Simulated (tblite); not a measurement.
Species: C6H8O3.
Structure used (GFN2-xTB), in Å, numbered top down from 1:
```
atom  x, y, z in Å
C1     2.7569   -0.2395    0.4213
C2     1.5295    0.1901   -0.3641
O3     0.4020   -0.4579    0.2063
C4    -0.8151   -0.1875   -0.4370
C5    -1.9321   -1.0257    0.1112
C6    -2.8816   -0.2124    0.5509
O7    -2.5895    1.1207    0.3859
C8    -1.3643    1.2325   -0.1806
O9    -0.8504    2.2811   -0.4309
H10    2.8702   -1.3193    0.3742
H11    3.6426    0.2339    0.0074
H12    2.6488    0.0518    1.4620
H13    1.6227   -0.1050   -1.4210
H14    1.4042    1.2781   -0.3185
H15   -0.7058   -0.3201   -1.5307
H16   -1.9127   -2.0945    0.1466
H17   -3.8324   -0.4143    1.0069
```

Computed values, GFN2-xTB/tblite, gas phase, harmonic and unscaled. Errors from tens to a few hundred cm⁻¹ against measured bands are possible. One conformer, not necessarily the lowest.

Harmonic wavenumbers (cm⁻¹): 59.1, 79.1, 109.2, 183.6, 211.1, 237.5, 329.7, 380.7, 490.9, 534.4, 650.5, 706.1, 776.1, 792.2, 827.7, 839.5, 872.8, 927.4, 1012.6, 1030.8, 1084.5, 1091.1, 1109.9, 1131.2, 1135.0, 1149.4, 1193.9, 1237.3, 1254.5, 1271.9, 1345.5, 1399.8, 1472.7, 1489.1, 1492.9, 1655.3, 1821.2, 2783.3, 2856.3, 2927.9, 3048.6, 3051.3, 3057.6, 3153.3, 3197.2.

A = 3331, B = 1124, C = 898.9 MHz; mass 128.047 u (most abundant isotopes); point group C1, symmetry number 1.

What is the zero-point energy?

½Σν̃ = 28731 cm⁻¹ = 343.69 kJ/mol.

What is S at 298.15 K and 1 bar for an ideal gas of classical rigid rotors and harmonic oscillators?

Translation 169.37, rotation 121.12, vibration 99.97: S = 390.5 J/(mol K).

And Cp and H(298.15 K) − H(0)?

Cp = 141.14 J/(mol K), of which vibrations give 107.89 (their classical limit is 45 R = 374.2); H(298.15 K) − H(0) = 25.79 kJ/mol without the zero-point energy, 15.88 from vibrations.

How do the functions run with temperature in this model?

```json
{"T (K)": "100", "S (J/(mol K))": "283.1", "Cp (J/(mol K))": "71.1", "H − H(0) (kJ/mol)": "5.10", "G − H(0) (kJ/mol)": "-23.21", "ln q(vib)": "1.35"}
{"T (K)": "200", "S (J/(mol K))": "342.2", "Cp (J/(mol K))": "103.7", "H − H(0) (kJ/mol)": "13.82", "G − H(0) (kJ/mol)": "-54.63", "ln q(vib)": "3.51"}
{"T (K)": "300", "S (J/(mol K))": "391.3", "Cp (J/(mol K))": "141.9", "H − H(0) (kJ/mol)": "26.05", "G − H(0) (kJ/mol)": "-91.35", "ln q(vib)": "5.66"}
{"T (K)": "500", "S (J/(mol K))": "481.6", "Cp (J/(mol K))": "214.1", "H − H(0) (kJ/mol)": "62.00", "G − H(0) (kJ/mol)": "-178.78", "ln q(vib)": "10.00"}
{"T (K)": "800", "S (J/(mol K))": "598.6", "Cp (J/(mol K))": "282.6", "H − H(0) (kJ/mol)": "137.51", "G − H(0) (kJ/mol)": "-341.37", "ln q(vib)": "16.44"}
{"T (K)": "1000", "S (J/(mol K))": "664.9", "Cp (J/(mol K))": "311.2", "H − H(0) (kJ/mol)": "197.05", "G − H(0) (kJ/mol)": "-467.86", "ln q(vib)": "20.49"}
```

q(vib) and H(0) count from the zero-point level.

Blend soft modes into free rotors: weight 1/[1 + (100 cm⁻¹/ν̃)⁴] for the oscillator and the rest for a rotor with moment μB/(μ + B), μ = h/(8π²ν), B = 10⁻⁴⁴ kg m². What vibrational entropy results?

92.52 J/(mol K) in place of 99.97, which changes −T·S at 298.15 K by +2.22 kJ/mol.

Which modes carry the vibrational entropy at 298.15 K?

59.1 cm⁻¹: 18.77; 79.1 cm⁻¹: 16.37; 109.2 cm⁻¹: 13.74; 183.6 cm⁻¹: 9.59; 211.1 cm⁻¹: 8.51; 237.5 cm⁻¹: 7.62 J/(mol K); the other 39 give 25.37 together.

What must be added to the electronic energy to get the Gibbs energy at 298.15 K and 1 bar?

ZPE + [H(298.15 K) − H(0)] − T·S = 343.69 + 25.79 − 116.42 = 253.06 kJ/mol.

Hindered rotation and anharmonicity are outside this model. Other conformers, if any are populated, would add a mixing term that is left out. The structure is chiral; the term R ln 2 for an equal mix with its mirror image is left out.
